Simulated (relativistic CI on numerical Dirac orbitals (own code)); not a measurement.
**Er15+: q coefficients and field-shift factors**

Computed by Dirac-Coulomb-Breit CI, separate exchange-only KLI orbitals for each configuration, derivatives by finite differences, unscaled Slater integrals, QED left out (own radial code, finite nucleus).

CI space (outside the closed core [Kr] 4d10): 4f⁷.

With x = (α/α₀)² − 1 an excitation energy changes as ω = ω₀ + qx; K = 2q/ω₀ is the relative enhancement. Terms are leading LS components, so labels can repeat. The field-shift factor is F = δν/δ⟨r²⟩ for the transition from the lowest level.

Lowest level 4f⁷ ⁸S°7/2.

| Level | ω₀ (cm⁻¹) | q (cm⁻¹) | K | F (GHz/fm²) |
| --- | --- | --- | --- | --- |
| 4f⁷ ⁶P°7/2 | 55706.9 | -6844 | -0.246 | 0.217 |
| 4f⁷ ⁶P°5/2 | 57203.1 | -4262 | -0.149 | 0.317 |
| 4f⁷ ⁶P°3/2 | 58579.6 | -2105 | -0.0719 | 0.403 |
| 4f⁷ ⁶I°7/2 | 61086.6 | -4542 | -0.149 | 0.342 |
| 4f⁷ ⁶I°17/2 | 61709.5 | -2456 | -0.0796 | 0.435 |
| 4f⁷ ⁶I°9/2 | 61915.7 | -2755 | -0.089 | 0.413 |
| 4f⁷ ⁶I°11/2 | 62541.2 | -1433 | -0.0458 | 0.466 |
| 4f⁷ ⁶I°15/2 | 62667.2 | -856.9 | -0.0273 | 0.494 |
| 4f⁷ ⁶I°13/2 | 62838.0 | -761.9 | -0.0242 | 0.495 |
| 4f⁷ ⁶D°9/2 | 69456.5 | -3065 | -0.0883 | 0.463 |
| 4f⁷ ⁶D°1/2 | 71861.9 | 1265 | 0.0352 | 0.627 |
| 4f⁷ ⁶D°7/2 | 71923.4 | 515 | 0.0143 | 0.605 |
| 4f⁷ ⁶D°3/2 | 72462.9 | 2145 | 0.0592 | 0.663 |
| 4f⁷ ⁶D°5/2 | 72738.4 | 2267 | 0.0623 | 0.67 |
| 4f⁷ ⁶G°7/2 | 85815.7 | -13910 | -0.324 | 0.22 |
| 4f⁷ ⁶G°5/2 | 88094.9 | -9794 | -0.222 | 0.381 |
| 4f⁷ ⁶G°11/2 | 88910.6 | -7563 | -0.17 | 0.47 |
| 4f⁷ ⁶G°9/2 | 88974.8 | -6753 | -0.152 | 0.496 |
| 4f⁷ ⁶G°3/2 | 90367.5 | -6220 | -0.138 | 0.522 |
| 4f⁷ ⁶G°7/2 | 92237.7 | -5181 | -0.112 | 0.574 |
| 4f⁷ ⁶G°13/2 | 92540.5 | -3943 | -0.0852 | 0.627 |
| 4f⁷ ⁴N°17/2 | 92820.1 | -9078 | -0.196 | 0.46 |
| 4f⁷ ⁶F°1/2 | 94033.4 | -2838 | -0.0604 | 0.667 |

At this charge energies of transitions that change n are usually good to better than 1 %, and those within a shell (Δn = 0) to a few per cent. Terms inside the open d or f shell come out 10 to 20 % too wide with unscaled integrals. Levels and lines within the n = 5 or 6 shells can be off by up to 10 % or somewhat more, and those that change n by about 2 %, since core polarisation is missing.
